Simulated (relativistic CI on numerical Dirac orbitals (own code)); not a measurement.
## Hyperfine structure of Tm53+, mass number 169

Computed by Dirac-Coulomb-Breit CI, orbitals from a KLI potential per configuration, a model potential for QED, unscaled Slater integrals (own radial code, finite nucleus).

CI space (outside the closed core [Ne]): 3s²3p⁴, 3s3p⁵, 3s²3p³3d, 3p⁶, 3s3p⁴3d, 3p⁵3d, 3s3p³3d², 3s²3p²3d4p, 3p⁵4s, 3s3p³3d4s, 3s²3p³4s, 3p⁵4p, 3s²3p²3d², 3s²3p3d³, 3s3p²3d³, 3s²3p3d²4s, 3p⁴3d², 3p³3d³, 3p³3d²4s, 3s²3p²3d4s, 3s3p²3d²4s, 3s²3p3d4s². Double excitations out of closed p, d and f shells are left out; levels of such configurations are missing from the list, as are those of other unlisted configurations, and high levels can miss mixing partners.

Nuclear spin I = 1/2, μ = -0.231 μN (tables of Stone and Pyykkö). The electronic factors are computed for point nuclear moments, without core polarisation or the Bohr-Weisskopf and QED corrections.

```tsv
Level	E (eV)	A (GHz)
3s²3p⁴ ³P2	0.000	-76.58
3s²3p⁴ ³P1	247.327	58.46
3s²3p⁴ ¹D2	256.443	-214.7
3s3p⁵ ³P°2	412.716	-467
```

Levels with J = 0, under 50 % of one LS term, or S terms without an open s electron are left out. Small factors come from cancelling terms and can be off by tens of per cent or more.

At this charge energies of transitions that change n are usually good to better than 1 %, and those within a shell (Δn = 0) to a few per cent.

(1) Give the hyperfine levels of 3s²3p⁴ ³P2 relative to its centre of gravity.

## Answers

(1) With K = F(F + 1) − I(I + 1) − J(J + 1), E = AK/2: F = 3/2: 114.9, F = 5/2: -76.58 GHz.

LS names give the leading component of a level, which can be under half, so a name can repeat, a term be missing and a line seem to break the LS rules.
